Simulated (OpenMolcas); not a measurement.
A run on Rh4+ among 4 point charges of -2 e arranged as a tetrahedron (Td), 2.12 Å from the ion.

```yaml
Program: OpenMolcas
Method: CASSCF
Basis: ANO-RCC-VTZP [7s6p4d2f1g]
Scalar_Hamiltonian: DKH2, point nucleus
Active_space: 5 electrons in 5 orbitals (4d)
State_averaging: 2S+1 = 6 even, 1 root; 2S+1 = 4 even, 24 roots; 2S+1 = 2 even, 75 roots
Spin-orbit_coupling: state interaction with AMFI integrals over the reference wave functions
```

68 basis functions. Blocks (2S+1, parity, CSFs, roots kept): 6, even, 1, 1; 4, even, 24, 24; 2, even, 75, 75.

How long do the RASSCF and RASSI steps take on 1 thread of Intel(R) Xeon(R) 6975P-C (Granite Rapids) (shared host)?

About 24 s of wall time, without the integral step.
